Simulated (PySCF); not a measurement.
Al(Me)2(OH) (C2H7AlO), SMILES [CH3][Al]([CH3])[OH]. Atoms are numbered in the order given.

```xyz
11

Al     0.0501    -0.0003     0.0000
C     -0.8697     1.7280     0.0000
H     -1.5240     1.8382     0.8838
H     -1.5240     1.8382    -0.8838
H     -0.1606     2.5721     0.0000
C     -0.8957    -1.7251     0.0000
H     -0.2287    -2.6037     0.0000
H     -1.5549    -1.8109    -0.8834
H     -1.5549    -1.8109     0.8834
O      1.7673     0.0812     0.0000
H      2.3504    -0.6867     0.0000
```

The structure is a stationary point at TPSSh-D3(BJ)/def2-SVP. The isomer is the one that the SMILES or the coordinates give; other isomers of the formula were not compared. Other conformers were not sampled.

Level of theory: TDDFT-ωB97X/def2-SVPD (PySCF 2.14.0).

Vertical excitations.  State labels are in the subgroup Cs.

Computed UV-visible absorptions:
```
state  symmetry  energy (eV)  λ (nm)      f                                                                main pairs
-----  --------  -----------  ------  -----  ------------------------------------------------------------------------
S1           A"         6.51     191  0.000                                                          HOMO→LUMO+1 98 %
S2           A'         7.03     176  0.163                                                            HOMO→LUMO 89 %
S3           A"         7.80     159  0.037                                      HOMO−2→LUMO 68 %, HOMO−2→LUMO+2 15 %
S4           A'         7.91     157  0.052                                        HOMO−1→LUMO 54 %, HOMO→LUMO+2 22 %
S5           A"         7.96     156  0.041                                                        HOMO−1→LUMO+1 87 %
S6           A'         8.37     148  0.031     HOMO→LUMO+3 33 %, HOMO→LUMO+2 27 %, HOMO→LUMO+4 14 %, HOMO−1→LUMO 7 %
S7           A'         8.50     146  0.133                                                        HOMO−2→LUMO+1 79 %
S8           A'         8.69     143  0.023  HOMO−3→LUMO 28 %, HOMO→LUMO+3 17 %, HOMO→LUMO+4 16 %, HOMO−1→LUMO+2 15 %
S9           A'         9.01     138  0.023    HOMO→LUMO+4 28 %, HOMO→LUMO+2 26 %, HOMO−1→LUMO 11 %, HOMO→LUMO+3 10 %
S10          A"         9.31     133  0.039                                                        HOMO−3→LUMO+1 78 %
T1           A"         6.23     199      0                                                          HOMO→LUMO+1 96 %
T2           A'         6.54     190      0                                                            HOMO→LUMO 80 %
T3           A"         7.53     165      0                                      HOMO−1→LUMO+1 70 %, HOMO−2→LUMO 16 %
T4           A'         7.59     163      0                    HOMO−1→LUMO 44 %, HOMO−2→LUMO+1 26 %, HOMO→LUMO+2 12 %
```
Triplets are in the Tamm–Dancoff approximation, which puts them higher than full response would, so one can lie above its singlet here.
